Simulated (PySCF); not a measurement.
SMILES OB(O)C#C[Si](O)(C)O (C3H7BO4Si), GFN2-xTB optimised geometry. Atoms within 1.6 Å of the plane z = 1.2 Å (x, y, z in Å): Si1 (-0.88, 2.09, 0.00), C2 (-2.73, 1.66, 0.07), O3 (-0.38, 3.04, 1.24), C5 (0.12, 0.52, 0.00), C6 (0.75, -0.51, 0.00), B7 (1.57, -1.83, 0.00), O8 (2.92, -1.83, 0.00), O9 (0.96, -3.04, 0.01), H10 (-3.33, 2.55, 0.19), H11 (-2.95, 0.98, 0.89), H13 (-0.46, 2.75, 2.14), H15 (3.33, -0.97, -0.01), H16 (0.01, -3.02, 0.00).

Computed with PBE0/def2-TZVP (PySCF). Cells within 0.4 Å of a nucleus heavier than hydrogen are left out (blank, or x).

Map of the LUMO amplitude (bohr^(-3/2)) on the plane z = 1.2 Å; orbital energy -0.95 eV, overall sign arbitrary:

```
|5555555555555555555555555555555|
|5555555555555555555555555555555|
|5555555555555555555555555555555|
|5555555555555555555555555555555|
|5555555555555666555555555555555|
|5555555555555676655555555555555|
|55555555555556x7555555555555555|
|5555445555554xxx455555555555555|
|5554444555554202455555555555555|
|5554444455666545555555555555555|
|5554444455677877666555555555555|
|5554444445678998876555555555555|
|5554444345678999876555544555555|
|5554444445678999876544444455555|
|5555444455667888765444444455555|
|5555544455566776543334444455555|
|5555555555555554321223444555555|
|5555555555555543200123445555555|
|5555555555554443100012455555555|
|5555555555544443200012455555555|
|5555555555544443211013456555555|
|5555555555444444332223455555555|
|5555555555444444444334555555555|
|5555555555544555555544555555555|
|5555555555555555566555555555555|
|5555555555555555555555555555555|
|5555555555555555555555555555555|
|5555555555555555555555555555555|
|5555555555555555555555555555555|
|5555555555555555555555555555555|
|5555555555555555555555555555555|
```
Scale: ten equal steps from -0.077 (start of '0') to 0.076 (end of '9'), in the order '0123456789'; x runs from -5.50 to 5.50, y from -5.50 (bottom) to 5.50 (top).
